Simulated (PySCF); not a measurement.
Fill in the blanks.

Compound: C5H10NP3Si.
SMILES: `CN(C)C1=PC=PC([SiH3])=P1`

Conformer (atom-mapped SMILES and torsion angles): `[CH3:1][N:2]([CH3:3])[c:4]1[p:5][cH:6][p:7][c:8]([SiH3:9])[p:10]1`: C1–N2–C4–P5 2°.

| property | level | value |
| --- | --- | --- |
| rotational constants A, B, C of the GFN2-xTB geometry | GFN2-xTB | ? |
| dipole moment | PBE0/pcSseg-1 | ? |
| HOMO energy | PBE0/pcSseg-1 | ? |
| LUMO energy | PBE0/pcSseg-1 | -2.35 eV |
| 13C chemical shifts (computed TMS as zero) by class | GIAO PBE0/pcSseg-1 | ? |
| 1H chemical shifts (computed TMS as zero) by class | GIAO PBE0/pcSseg-1 | ? |
| isotropic shieldings of nuclei other than C and H, by class | GIAO PBE0/pcSseg-1 | ? |

Gas-phase values; electronic properties from PySCF, density fitting. Geometry: GFN2-xTB; no solvent or vibrations. GFN2-xTB frequencies show an imaginary mode (33i cm⁻¹), so this geometry is no minimum at that level. NMR classes are plain means over equivalent atoms (diastereotopic ones count apart unless rotation or inversion swaps them), as if these changed places fast; in this geometry the members of some classes differ.

**Question.** What are the isotropic shieldings of nuclei other than C and H, by class?

**Answer.** 141 (1 N), 411 (1 Si), 89 (1 P), 120 (1 P), 158 (1 P) ppm.

**Question.** The 13C chemical shifts (computed TMS as zero) by class?

**Answer.** 201.7 (1 C), 195.5 (1 C), 187.8 (1 C), 46.4 (2 C) ppm.

**Question.** What are the rotational constants A, B, C of the GFN2-xTB geometry?

**Answer.** 1.213, 0.542, 0.378 GHz.

**Question.** The HOMO energy?

**Answer.** -6.01 eV.

**Question.** What are the 1H chemical shifts (computed TMS as zero) by class?

**Answer.** 10.82 (1 H), 5.01 (3 H), 3.54 (6 H) ppm.

**Question.** The dipole moment?

**Answer.** 4.08 D.

With B = h/(8π²I), that is 505.379 GHz u Å² over I, the principal moments of inertia are 416.8, 933.2 and 1337.6 u Å² (most abundant isotopes). The dipole equals about 13.6 × 10⁻³⁰ C·m (1 D = 3.33564 × 10⁻³⁰ C·m). The rotational constants make it an asymmetric top with κ = (2B − A − C)/(A − C) = -0.61, nearer the prolate limit (−1).

For the NMR shielding job (PBE0/pcSseg-1), on one thread of an Arm Neoverse V1, no GPU, shared host, this took 99 s of wall time (with the writing of density and orbital grids) and 1.1 GiB of memory at its peak.
